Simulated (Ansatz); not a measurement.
Energy needed to pull apart CBF2N (SMILES N#CB(F)F), closed shell, into free ground-state atoms, from the structure below (displaced at random from a GFN2-xTB minimum); no zero-point or spin–orbit terms; open-shell atoms are treated unrestricted, in their ground-state multiplicity.

N1  (-0.669, 1.732, 0.850)
C2  (-0.323, 0.819, 0.380)
B3  (0.262, -0.339, -0.267)
F4  (1.348, -0.924, 0.035)
F5  (-0.572, -1.308, -0.927)
(Å)

Computed with Ansatz 0.2.0 (basis: def2-TZVPP); correlated methods freeze the cores. B3LYP uses VWN-RPA correlation.

| method | atomization energy (eV) |
| --- | --- |
| PBE-D4 | ? |
| r2SCAN-D4 | 25.63 |
| PBE0-D4 | 25.65 |
| B3LYP-D4 | 25.60 |
| r2SCAN0-D4 | 24.71 |
| wB97M-V | ? |
| HF | 17.74 |
| MP2 | 26.07 |
| CCSD | 23.98 |
| CCSD(T) | 24.58 |

What does PBE-D4 give? (To be estimated.)

By the calculation: 26.79 eV, which is about 2.21 eV more than CCSD(T)/def2-TZVPP.

What does wB97M-V give? (Judge from chemistry; the value comes from the calculation.)

Computed: 25.72 eV, which is about 1.14 eV more than CCSD(T)/def2-TZVPP.

In triple zeta the MP2 and coupled-cluster atomization energies are still short of their basis limit by a few kcal/mol a bond, whereas those of the functionals are nearly converged, so these differences are not deviations from converged CCSD(T).

T1 diagnostic: at most 0.015.

For scale, one of the runs: CCSD(T)/def2-TZVPP forces, 155 basis functions (an equivalent command: `ansatz run in.yaml --threads 4`). Time: 63 s of wall clock on 4 CPU threads; the host was shared. Peak host memory: 2.3 GiB.
